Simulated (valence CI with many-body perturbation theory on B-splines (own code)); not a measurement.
# E1 transitions of Ba⁴²⁺

Calculated by configuration interaction combined with many-body perturbation theory (CI+MBPT): four valence electrons over a frozen Dirac-Fock core [Ne], radial functions for each j: 11 s, 11 p, 9 d, 7 f, 5 g, 2 h, 1 i, with the one-electron correlation potential Σ1, the two-electron term Σ2, the three-electron term Σ3, Breit, model QED; selected CI, second order for the rest (own B-spline code, finite nucleus).

The last digits are not significant, and no measured levels were compared; by estimate large intervals hold to a few tenths of a per cent, small ones and those within an open d or f shell to about a per cent.

Lines 201 to 221 of 221 in falling wavelength, among levels below 4234.9 × 10³ cm⁻¹, chosen from the strongest by gf and those to the six lowest levels. Wavelengths and rates use the calculated energies. Electric multipoles are in the length gauge, E1 and E2 with the static RPA response of the core. Weak lines are less certain than strong ones. Lines between different terms over intervals too small for the method are left out, as are lines whose strength nearly cancels. The highest levels of a list are the least certain.

Levels are named by their leading jj configuration (3d3/2^4 stands for four electrons in 3d with j = 3/2), which in mixed levels can hold well under half, so a name can repeat and another be missing. Letters in brackets count levels of one name in rising energy.

```csv
λ vac (Å),Upper,Lower,A (s⁻¹),S (a.u.)
42.75,(3s 3p1/2 3p3/2 3d5/2) J=0,(3s 3p1/2^2 3p3/2) J=1,1.84e+11,7.08e-03
42.34,(3s^2 3p3/2 3d5/2) J=3,(3s^2 3p1/2 3p3/2) J=2,1.18e+10,3.10e-03
42.32,(3s 3p1/2 3p3/2 3d3/2) J=2 [e],(3s 3p1/2^2 3p3/2) J=2,2.42e+10,4.53e-03
42.02,(3s 3p1/2 3p3/2 3d5/2) J=3 [c],(3s 3p1/2^2 3p3/2) J=2,8.41e+09,2.16e-03
41.73,(3s^2 3p3/2 3d5/2) J=1,(3s^2 3p1/2 3p3/2) J=2,1.11e+10,1.20e-03
41.64,(3s 3p1/2 3p3/2 3d5/2) J=1 [b],(3s 3p1/2^2 3p3/2) J=2,8.14e+09,8.70e-04
40.81,(3s^2 3p3/2 3d5/2) J=1,(3s^2 3p1/2 3p3/2) J=1,1.99e+09,2.01e-04
40.45,(3s 3p1/2 3p3/2 3d5/2) J=1 [c],(3s 3p1/2^2 3p3/2) J=2,1.73e+09,1.69e-04
40.29,(3s 3p1/2 3p3/2 3d5/2) J=3 [d],(3s 3p1/2^2 3p3/2) J=2,1.01e+10,2.28e-03
40.21,(3s 3p1/2 3p3/2 3d5/2) J=2 [c],(3s 3p1/2^2 3p3/2) J=2,1.34e+09,2.16e-04
39.68,(3s 3p1/2 3p3/2^2) J=1 [a],(3s^2 3p1/2^2) J=0,6.67e+09,6.17e-04
39.45,(3s 3p3/2^3) J=2,(3s^2 3p1/2 3p3/2) J=2,2.39e+09,3.63e-04
39.44,(3s 3p1/2 3p3/2 3d5/2) J=2 [d],(3s 3p1/2^2 3p3/2) J=2,2.32e+10,3.50e-03
38.63,(3s 3p3/2^3) J=2,(3s^2 3p1/2 3p3/2) J=1,8.94e+08,1.27e-04
38.41,(3s 3p1/2 3p3/2^2) J=1 [b],(3s^2 3p1/2^2) J=0,5.70e+08,4.78e-05
37.76,(3s^2 3d3/2^2) J=2,(3s 3p1/2^2 3p3/2) J=2,3.66e+08,4.87e-05
37.14,(3s 3p3/2^3) J=1,(3s^2 3p1/2 3p3/2) J=2,5.26e+08,3.99e-05
36.41,(3s 3p3/2^3) J=1,(3s^2 3p1/2 3p3/2) J=1,1.37e+08,9.80e-06
34.53,(3s^2 3p3/2 3d3/2) J=1,(3s^2 3p1/2^2) J=0,2.09e+08,1.27e-05
31.60,(3s^2 3p3/2 3d5/2) J=1,(3s^2 3p1/2^2) J=0,1.64e+09,7.66e-05
28.90,(3s 3p3/2^3) J=1,(3s^2 3p1/2^2) J=0,1.39e+08,4.96e-06
```
